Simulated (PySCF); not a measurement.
Simulation results for B2GeH4O, CH7BGeO, BGeH5OSi, BGeH6NO and others

Calculation on a computer-drawn molecule: optimised geometry and harmonic frequencies of an isolated molecule of the commonest isotopes, restricted reference for singlets and unrestricted otherwise, frozen core in MP2; on germanium a core potential holds 10 electrons, which the energies leave out, and 3d is frozen in MP2 and coupled-cluster steps. Program: PySCF 2.14.0.

Common to all runs: charge 0; multiplicity 1; method HF; basis and core potential on germanium cc-pVDZ-PP ECP10MDF.

(1) B2GeH4O

Start structure:
```xyz
8
B2GeH4O
B      0.7828     1.0399     0.2060
Ge     0.5377     1.4627     2.1154
B      0.0178    -0.0728     3.2346
O     -0.1956    -1.0773     3.9008
H      1.8374     0.6152    -0.2189
H     -0.1685     1.0041    -0.4850
H     -0.5499     2.5555     2.3322
H      1.7426     2.1573     2.7396
```

It was run with basis cc-pVDZ.

It finds rotational constants 9.922, 2.554, 2.121 GHz; total energy -419.9627 hartree; convergence status largest gradient component 1.306e-05 hartree/bohr.

Drawn bonds:
```csv
atom,other atom,order
1,2,1
2,3,1
3,4,2
1,5,1
1,6,1
2,7,1
2,8,1
```

Optimised structure:
```xyz
8
B2GeH4O
B      0.7695     0.9800     0.1720
Ge     0.5353     1.5778     2.1581
B      0.0522    -0.1031     3.2659
O     -0.2237    -1.0830     3.8766
H      1.8381     0.6214    -0.2275
H     -0.1692     0.9706    -0.5689
H     -0.6088     2.5718     2.3678
H      1.8108     2.1491     2.7808
```

Modes:
```csv
frequency (cm⁻¹),reduced mass (dalton)
40.64,1.03
110.6,4.216
291.5,2.912
370.2,6.534
421.4,14.92
436.3,1.154
570.1,4.787
652.8,1.313
744.4,1.108
810.7,1.181
942.8,1.124
981.6,1.198
1254,1.135
2126,12.35
2225,1.024
2236,1.016
2702,1.05
2797,1.129
```

(2) CH7BGeO

Start structure:
```xyz
11
CH7BGeO
B      0.9067    -2.5326    -0.9868
Ge     0.8033    -0.9583     0.1787
C      1.0373     0.7312    -0.7163
O      0.8381     1.8563     0.1144
H      2.0041    -2.9655    -1.2750
H     -0.1001    -2.9813    -1.4714
H     -0.3979    -0.7728     1.0374
H      1.9166    -0.9117     1.3256
H      0.3288     0.8509    -1.4557
H      2.0518     0.8863    -1.1828
H      1.4566     1.8344     0.8718
```

Here we set basis cc-pVDZ.

It finds rotational constants 13.22, 2.441, 2.155 GHz; total energy -434.8156 hartree; convergence status largest gradient component 3.407e-06 hartree/bohr.

Drawn bonds:
```csv
atom,other atom,order
1,2,1
2,3,1
3,4,1
1,5,1
1,6,1
2,7,1
2,8,1
3,9,1
3,10,1
4,11,1
```

Optimised structure:
```xyz
11
CH7BGeO
B      0.9500    -2.5679    -0.9972
Ge     0.6859    -0.8792     0.2038
C      1.1190     0.8419    -0.6821
O      1.0123     1.9452     0.1870
H      1.3938    -2.4997    -2.1098
H      0.6613    -3.6522    -0.5747
H     -0.7568    -0.8162     0.7312
H      1.6072    -0.9980     1.4381
H      0.4079     1.0135    -1.4907
H      2.1123     0.7888    -1.1433
H      1.6523     1.8607     0.8776
```

Modes:
```csv
frequency (cm⁻¹),reduced mass (dalton)
55.63,1.093
82.87,2.295
121.1,3.456
290.9,4.736
320.8,1.099
375.4,1.11
553.2,2.868
587.1,2.482
599.4,1.048
694.5,1.758
823.2,1.14
895.5,1.332
945.8,1.028
977,1.328
1158,6.503
1237,1.039
1260,1.139
1396,1.255
1496,1.216
1584,1.075
2156,1.021
2195,1.019
2678,1.052
2762,1.126
3154,1.069
3247,1.096
4147,1.067
```

(3) BGeH5OSi

Start structure:
```xyz
9
BGeH5OSi
B      1.3884     2.4148    -0.7705
Ge    -0.2054     1.1624    -0.8600
Si    -2.0943     1.7444     0.4504
O     -2.1061     3.0418     1.2548
H      1.4491     3.3057    -1.4434
H      2.1786     2.3561     0.0705
H      0.1729    -0.2424    -0.4293
H     -0.6514     0.8542    -2.2499
H     -3.1084     0.7342     0.2842
```

Here we set basis cc-pV(D+d)Z.

Results for BGeH5OSi: rotational constants 6.508, 2.051, 1.612 GHz; total energy -684.7315 hartree; convergence status largest gradient component 1.047e-05 hartree/bohr.

Drawn bonds:
```csv
atom,other atom,order
1,2,1
2,3,1
3,4,2
1,5,1
1,6,1
2,7,1
2,8,1
3,9,1
```

Optimised structure:
```xyz
9
BGeH5OSi
B      1.3014     2.4693    -0.6928
Ge    -0.1511     0.9987    -0.9400
Si    -2.0074     1.7446     0.3947
O     -1.9175     3.0311     1.1678
H      1.3271     3.4151    -1.4234
H      2.0946     2.3857     0.1977
H      0.2505    -0.3923    -0.4295
H     -0.6582     0.8342    -2.3796
H     -3.2160     0.8848     0.4118
```

Modes:
```csv
frequency (cm⁻¹),reduced mass (dalton)
52.42,3.208
72.21,4.244
151.8,1.024
227.4,10.49
368.2,7.051
372.2,1.057
487,1.098
569.1,4.664
628.2,1.266
693.6,1.08
802.7,1.19
888,1.128
942.6,1.101
981,1.203
1250,1.152
1301,13.92
2196,1.023
2206,1.016
2297,1.045
2704,1.05
2801,1.13
```

(4) BGeH6NO

Start structure:
```xyz
10
BGeH6NO
B     -0.9779    -1.8873     0.3472
Ge    -0.1823    -0.5946    -0.9949
N      0.3472     1.0277    -0.1529
O     -1.2086    -0.1765    -2.3850
H     -2.1015    -2.2979     0.1457
H     -0.4026    -2.1680     1.3194
H      1.1602    -0.9180    -1.7502
H     -0.2443     1.3855     0.5820
H      0.5215     1.6859    -0.8301
H     -2.1141    -0.1706    -2.1933
```

Settings of this run: basis cc-pVDZ.

It finds rotational constants 5.238, 5.09, 3.209 GHz; total energy -450.8718 hartree; convergence status largest gradient component 1.849e-05 hartree/bohr.

Drawn bonds:
```csv
atom,other atom,order
1,2,1
2,3,1
2,4,1
1,5,1
1,6,1
2,7,1
3,8,1
3,9,1
4,10,1
```

Optimised structure:
```xyz
10
BGeH6NO
B     -0.9394    -1.8665     0.3590
Ge    -0.0873    -0.5400    -1.0038
N      0.1898     1.0488    -0.1270
O     -1.1616    -0.3833    -2.4353
H     -2.0286    -1.6390     0.8087
H     -0.3782    -2.8600     0.7221
H      1.2409    -0.9404    -1.6358
H     -0.6185     1.4508     0.3159
H      0.6387     1.7652    -0.6720
H     -2.0581    -0.1494    -2.2439
```

Modes:
```csv
frequency (cm⁻¹),reduced mass (dalton)
110.2,1.165
159.5,2.506
200.5,2.438
223,1.265
259,2.716
275.3,1.144
577.7,4.434
602.1,1.497
621.4,1.148
707,6.503
712.4,4.109
790.7,1.122
824.3,1.136
949.3,1.103
958.2,1.296
981.4,1.217
1265,1.147
1700,1.098
2264,1.02
2682,1.054
2768,1.125
3733,1.051
3824,1.094
4158,1.067
```

(5) CH6BGeN

Start structure:
```xyz
10
CH6BGeN
B     -1.2792     2.2491     1.7537
Ge    -0.7218     0.7602     0.6079
C     -0.7931    -0.8913     1.4206
N     -0.7796    -1.1873     2.7391
H     -1.5711     3.2668     1.2196
H     -1.2455     2.1067     2.8639
H     -1.2887     0.5256    -0.7798
H     -0.9352    -1.8068     0.8146
H     -0.6053    -0.4242     3.3681
H     -0.5059    -2.1024     3.0494
```

Settings of this run: basis cc-pVDZ.

It finds rotational constants 8.352, 3.202, 2.393 GHz; total energy -413.7922 hartree; convergence status largest gradient component 2.109e-05 hartree/bohr.

Drawn bonds:
```csv
atom,other atom,order
1,2,1
2,3,2
3,4,1
1,5,1
1,6,1
2,7,1
3,8,1
4,9,1
4,10,1
```

Optimised structure:
```xyz
10
CH6BGeN
B     -1.2955     2.2104     1.7151
Ge    -0.5389     0.7742     0.5008
C     -0.8127    -0.9091     1.4297
N     -0.6743    -1.1532     2.7101
H     -1.6514     3.2780     1.2967
H     -1.2527     2.0772     2.9149
H     -1.3324     0.5164    -0.7965
H     -0.9496    -1.8173     0.8444
H     -0.5478    -0.4002     3.3575
H     -0.6701    -2.0799     3.0844
```

Modes:
```csv
frequency (cm⁻¹),reduced mass (dalton)
111.7,2.762
157.1,2.103
265,2.008
360.6,1.356
379.4,1.276
510.9,1.338
556.2,2.134
608.6,2.302
656.9,1.504
670,1.286
788.4,1.198
947.2,1.299
1110,1.15
1180,1.123
1254,1.15
1447,2.022
1550,1.945
1799,1.264
2151,1.021
2627,1.06
2724,1.116
3298,1.089
3775,1.046
3906,1.105
```

(6) CH5BGeO

Start structure:
```xyz
9
CH5BGeO
B     -0.5828     1.6796     0.6393
Ge    -0.1716    -0.2341     0.7174
C      1.4689    -0.7347    -0.0355
O      2.1259    -0.0832    -0.9618
H     -1.5316     2.0739     1.2667
H     -0.0224     2.4025    -0.0365
H     -0.5404    -1.2412     1.6863
H      1.8900    -1.7417     0.0856
H      1.7549     0.8097    -1.0591
```

Here we set basis cc-pVDZ.

Results for CH5BGeO: rotational constants 9.217, 3.306, 2.433 GHz; total energy -433.6099 hartree; convergence status largest gradient component 1.447e-05 hartree/bohr.

Drawn bonds:
```csv
atom,other atom,order
1,2,1
2,3,2
3,4,1
1,5,1
1,6,1
2,7,1
3,8,1
4,9,1
```

Optimised structure:
```xyz
9
CH5BGeO
B     -0.6463     1.6840     0.6491
Ge    -0.0247    -0.2030     0.8702
C      1.4324    -0.7501    -0.0929
O      2.1710    -0.0633    -0.9499
H     -1.5884     2.1232     1.2398
H     -0.0461     2.3983    -0.1073
H     -0.5700    -1.3199     1.7363
H      1.8094    -1.7649    -0.0080
H      1.8536     0.8266    -1.0350
```

Modes:
```csv
frequency (cm⁻¹),reduced mass (dalton)
91.22,2.086
123.4,3.268
330.5,1.144
359.2,3.708
419,1.015
603,3.741
629,1.422
651.9,1.556
740.7,2.613
782.5,1.201
887.9,1.232
1004,1.257
1254,1.185
1281,1.755
1373,1.822
1578,1.368
2288,1.02
2675,1.055
2775,1.123
3332,1.089
4105,1.066
```

(7) CH6AlBGe

Start structure:
```xyz
10
CH6AlBGe
B     -2.6148    -1.5758    -1.7434
Ge    -1.5754    -0.3536    -0.8090
C      0.2758     0.0285    -0.9471
Al     1.3086     1.2706     0.1262
H     -2.1002    -2.2288    -2.6348
H     -3.7746    -1.7846    -1.5645
H     -2.2216     0.4847     0.3904
H      0.6770    -0.5568    -1.6853
H      2.1188     0.9413     1.4358
H      1.5583     2.7997    -0.2761
```

Settings of this run: basis cc-pV(D+d)Z.

It finds rotational constants 18.49, 1.485, 1.375 GHz; total energy -601.2564 hartree; convergence status largest gradient component 1.376e-05 hartree/bohr.

Drawn bonds:
```csv
atom,other atom,order
1,2,1
2,3,2
3,4,1
1,5,1
1,6,1
2,7,1
3,8,1
4,9,1
4,10,1
```

Optimised structure:
```xyz
10
CH6AlBGe
B     -2.6064    -1.5835    -1.7922
Ge    -1.4971    -0.1317    -0.8142
C      0.2904    -0.1144    -0.7592
Al     1.3208     1.2341     0.1490
H     -2.0283    -2.4664    -2.3553
H     -3.8023    -1.5552    -1.8038
H     -2.2524     0.9884    -0.0990
H      0.7618    -0.9411    -1.2891
H      2.9042     1.1899     0.1589
H      0.5612     2.4051     0.8972
```

Modes:
```csv
frequency (cm⁻¹),reduced mass (dalton)
79.75,2.271
105.1,3.27
147,1.312
183.8,1.139
193.8,3.836
419.7,1.215
495.1,1.514
570,4.529
601.4,1.485
648.4,1.193
727.8,1.913
826.5,1.193
845.4,1.068
846.3,1.092
934.3,2.035
937.6,1.304
1144,1.768
1253,1.146
1967,1.059
1977,1.024
2237,1.02
2699,1.05
2795,1.129
3288,1.086
```

(8) BGe2H6N

Start structure:
```xyz
10
BGe2H6N
B     -0.7110     0.6267     2.6485
Ge    -0.1505     0.0020     0.8231
N      1.0928     0.6374    -0.1660
Ge     2.1751     2.0331     0.1860
H      0.0545     0.4839     3.5424
H     -1.5900     1.3342     2.7081
H     -0.7925    -1.1272    -0.0324
H      1.5712     3.3831     0.0793
H      2.9002     1.9957     1.5582
H      3.2283     1.9711    -0.8008
```

Settings of this run: basis cc-pVDZ.

Drawn bonds:
```csv
atom,other atom,order
1,2,1
2,3,2
3,4,1
1,5,1
1,6,1
2,7,1
4,8,1
4,9,1
4,10,1
```

**Q.** What total energy does the calculation give for BGe2H6N (entry 8)?
**A.** -669.2904 hartree

**Q.** What rotational constants does the calculation give for BGe2H6N (entry 8)?
**A.** 7.257, 1.134, 1.001 GHz

Further results for BGe2H6N (entry 8):

```
convergence status largest gradient component : 1.652e-05 hartree/bohr
```

Optimised structure:
```xyz
10
BGe2H6N
B     -0.5021     0.4878     2.7146
Ge    -0.1569     0.1057     0.6927
N      0.9674     0.8269    -0.3310
Ge     2.1657     2.1350     0.1037
H      0.0867    -0.1285     3.5530
H     -1.3022     1.3130     3.0435
H     -1.0542    -0.9758     0.0791
H      1.9150     3.3789    -0.7586
H      2.0636     2.5625     1.5912
H      3.5951     1.6346    -0.1418
```

Modes:
```csv
frequency (cm⁻¹),reduced mass (dalton)
78,4.297
101.7,1.016
112.3,1.06
171.8,4.828
189.7,5.995
456.7,1.04
521.6,4.179
567.8,4.375
669,1.235
680.7,1.224
697.1,1.141
794.2,1.222
947.1,1.13
956.7,1.021
961.8,1.099
968.8,1.159
1131,7.205
1245,1.145
2119,1.021
2198,1.024
2213,1.02
2225,1.014
2704,1.05
2800,1.128
```
